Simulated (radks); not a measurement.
Species: Hg3+. Configuration: [Xe] 4f13 5d9 6s1 (not the ground configuration).

All-electron calculation, scalar-relativistic Kohn-Sham, PBE, spin-polarised, spherical densities, finite nucleus; open shells are filled with parallel spins first (spin-orbit coupling, left out, can overturn this in heavy ions); Fermi nuclear charge, rms radius 5.4648 fm. Program: a radial shooting solver on a logarithmic mesh with Libxc functionals.

Energy parts (hartree):
total: -19611.8054
kinetic: 22003.2422
electron-nucleus: -48707.8242
Hartree: 7460.9326
exchange-correlation: -368.1560

Orbitals (lengths in bohr, moments of r in powers of bohr):
| orbital | occ. | eigenvalue (hartree) | <1/r> |
|---|---|---|---|
| 1s up | 1 | -3057.114 | 97.53 |
| 1s down | 1 | -3057.112 | 97.53 |
| 2s up | 1 | -543.5009 | 22.88 |
| 2s down | 1 | -543.4957 | 22.88 |
| 2p up | 3 | -469.1071 | 20.28 |
| 2p down | 3 | -469.1028 | 20.28 |
| 3s up | 1 | -130.5729 | 8.483 |
| 3s down | 1 | -130.5413 | 8.485 |
| 3p up | 3 | -109.0672 | 7.720 |
| 3p down | 3 | -109.0348 | 7.721 |
| 3d up | 5 | -86.38902 | 7.258 |
| 3d down | 5 | -86.36275 | 7.259 |
| 4s up | 1 | -30.23157 | 3.652 |
| 4s down | 1 | -30.17795 | 3.651 |
| 4p up | 3 | -23.15358 | 3.297 |
| 4p down | 3 | -23.10214 | 3.296 |
| 4d up | 5 | -14.74985 | 2.964 |
| 4d down | 5 | -14.69896 | 2.963 |
| 4f up | 7 | -5.44267 | 2.569 |
| 4f down | 6 | -5.38950 | 2.568 |
| 5s up | 1 | -5.94208 | 1.532 |
| 5s down | 1 | -5.90254 | 1.532 |
| 5p up | 3 | -3.98527 | 1.314 |
| 5p down | 3 | -3.94492 | 1.315 |
| 5d up | 5 | -1.76348 | 0.9835 |
| 5d down | 4 | -1.71737 | 0.9866 |
| 6s up | 1 | -1.35284 | 0.5937 |
| 6s down | 0 | -1.30044 | 0.5899 |

The highest occupied level is 6s up at -36.813 eV. The spin density at the nucleus is 274.5 e/bohr^3 (1s 0.8, 2s -1.7, 3s -10.6, 4s 6.0, 5s 0.6, 6s 279.4). The density falls to 0.001 e/bohr^3 at r = 3.44 bohr.
